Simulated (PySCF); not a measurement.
Nb(F)4(SH) (F₄HNbS), SMILES [F][Nb]([F])([F])([F])[SH], multiplicity 1.

Geometry: PBE-D3(BJ)/def2-SVP. The spin state was assumed, not searched. The structure was generated by enumeration; whether it is a known compound was not checked. The def2 effective core potentials stand for the cores of Nb; spin–orbit coupling is left out. Other conformers were not sampled.

Two levels are set side by side: TDDFT-PBE/def2-SVPD (PySCF) and TDDFT-ωB97X/def2-SVPD (PySCF). Vertical, same geometry. The lowest singlet is HOMO→LUMO 100 % with PBE and HOMO→LUMO 99 % with the other functional; states are paired by order. Differences are taken from unrounded values.

```
quantity                              TDDFT-ωB97X  TDDFT-PBE  TDDFT-PBE minus TDDFT-ωB97X
------------------------------------  -----------  ---------  ---------------------------
lowest singlet excitation (eV)               3.82       2.87                        -0.95
lowest triplet excitation (TDA) (eV)         3.75       2.79                        -0.96
```

Functionals without exact exchange tend to place singlet excitations lower, as here. Differences between two approximate levels are no errors against the true value.

Rough cost on one machine, each run with all the roots and properties that it gave: TDDFT-ωB97X against TDDFT-PBE about 10 times.
